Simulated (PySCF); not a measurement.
A structure optimised at PBE0-D3(BJ)/def2-SVP, used in a PySCF frequency run:

```
C
C 1 1.3431
F 2 1.3136 1 121.73
Cl 2 1.7028 3 113.95 1 180.00
Cl 1 1.7081 2 122.34 3 180.00
Br 1 1.8702 2 120.06 3 0.00
```
Charge 0, spin multiplicity 1.

### Question
Write its SMILES, formula and point group.

### Answer
F/C(Cl)=C(/Cl)Br, C₂BrCl₂F, Cs

### Question
What are its rotational constants (standard atomic weights)?

### Answer
2.2954, 0.95750, 0.67566 GHz
